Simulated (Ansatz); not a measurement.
Start from `C[Si](N)(N)[SiH3]` and change one atom or group to get `N[Si](N)([SiH3])[SiH3]`.

Ansatz, PBE0-D4/def2-TZVP geometries, multiplicity 1. Each molecule was computed in one conformer, which needn't be the lowest.

```csv
property,`C[Si](N)(N)[SiH3]`
size of the dipole moment (B3LYP/def2-TZVPP) / D,1.36
HOMO–LUMO gap (B3LYP/def2-TZVPP) / eV,6.88
size of the dipole moment (ωB97M-V/def2-TZVPP) / D,1.37
HOMO energy (PBE0/def2-TZVPP) / eV,-6.74
LUMO energy (B3LYP/def2-TZVPP) / eV,0.33
HOMO energy (ωB97M-V/def2-TZVPP) / eV,-8.88
```

(1) Give the same properties after the change, and the shifts. (Estimate.)

## Answers

(1) Ansatz gave: 
| property | `N[Si](N)([SiH3])[SiH3]` | shift |
| --- | --- | --- |
| size of the dipole moment (B3LYP/def2-TZVPP) / D | 1.38 | 0.02 |
| HOMO–LUMO gap (B3LYP/def2-TZVPP) / eV | 6.10 | -0.78 |
| size of the dipole moment (ωB97M-V/def2-TZVPP) / D | 1.38 | 0.01 |
| HOMO energy (PBE0/def2-TZVPP) / eV | -6.64 | 0.10 |
| LUMO energy (B3LYP/def2-TZVPP) / eV | -0.36 | -0.69 |
| HOMO energy (ωB97M-V/def2-TZVPP) / eV | -8.68 | 0.20 |

With PBE0 the HOMO rises by 0.10 eV and the LUMO falls by 0.74 eV, so the gap narrows by about 0.84 eV. PBE moves the HOMO by 0.01 eV and ωB97M-V by 0.20 eV. Dipoles are sizes alone; their direction can turn.

B3LYP here is the variant with VWN-RPA as its local correlation; programs differ in this.
